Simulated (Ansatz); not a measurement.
Species: F4Sn, SMILES `[F][Sn]([F])([F])[F]` (charge 0, multiplicity 1).

Problem. Give a relaxed geometry from PBE0-D3(BJ)/def2-TZVP run with Ansatz (a first-principles code).

Solution. the end point of this relaxation (outside a Z-matrix the atoms follow the SMILES, hydrogens last).
Z-matrix (Å, degrees):
```
Sn
F 1 1.8764
F 1 1.8764 2 109.47
F 1 1.8764 2 109.47 3 -120.00
F 1 1.8764 2 109.47 3 120.00
```
